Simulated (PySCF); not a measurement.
**Correlation energy of Pt⁶⁵⁺ (platinum, charge +65)**

[Ne] 3s2 3p1, 2P determinant. All numbers are calculated (PySCF 2.14, the spin-free X2C one-electron Hamiltonian (Gaussian nucleus), in an even-tempered Gaussian basis (17 s from 18 bohr⁻², ratio 2.5; 12 p from 24 bohr⁻², ratio 2.5; 4 d from 92 bohr⁻², ratio 2.7; 4 f from 140 bohr⁻², ratio 2.7)). Frozen: 1s2; 11 electrons correlated; the 20 highest virtual orbitals of each spin left out.

MP2 pair energies summed by pair of shells (mhartree):

| pair | energy | share (%) |
| --- | --- | --- |
| 2p-2p | -223.51 | 43.8 |
| 2s-2p | -66.54 | 13.0 |
| 3s-3s | -65.58 | 12.8 |
| 2p-3s | -60.68 | 11.9 |
| 3s-3p | -41.34 | 8.1 |
| 2p-3p | -26.87 | 5.3 |
| 2s-2s | -12.03 | 2.4 |
| 2s-3s | -9.40 | 1.8 |
| 2s-3p | -4.85 | 0.9 |

Total MP2 correlation energy: -510.80 mhartree.

At this charge the one-electron X2C treatment keeps the bare 1/r₁₂, with no two-electron picture change or Breit term. The effect here is smaller than on the frozen 1s shell; and a scalar Hamiltonian misses the large spin-orbit splitting of the p shells, which matters for ns² → np² pairs.
